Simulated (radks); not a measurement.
The numbers below are computed, except where a source is named.
Fractional charge and spin in the 5p shell of lanthanum: the spin-up occupation runs from 2 to 3 and the spin-down occupation from 2 to 3; the fullest corner is La3+, [Kr] 4d10 5s2 5p(up 3, down 3). Code: a radial shooting solver on a logarithmic mesh with Libxc functionals. Model: scalar-relativistic Kohn-Sham, SCAN, spin-polarised, spherical densities, finite nucleus; meta-GGA in the generalised Kohn-Sham scheme; Fermi nuclear charge, rms radius of each element as measured or else 0.836 A^(1/3) + 0.57 fm. Energy (eV) minus the two flat planes that join the four corners (they meet along the diagonal where the two added fractions sum to one electron); zero is where a piecewise linear energy would lie.

down \ up,2,2.5,3
2,0.000,-1.513,0.000
2.5,-1.513,0.304,-1.445
3,0.000,-1.445,0.000

Corners above the fullest one (they belong to La4+ and the next ion): (up 3, down 2) 51.002 eV, (up 2, down 3) 51.002 eV, (up 2, down 2) 115.07 eV. With half an added electron in each spin the energy lies 0.304 eV from the planes, and with half an added electron in spin up alone -1.513 eV. The planes are only a guide here: the flat-plane condition holds for ground states with one frontier orbital, while this shell is degenerate and averaged over m.
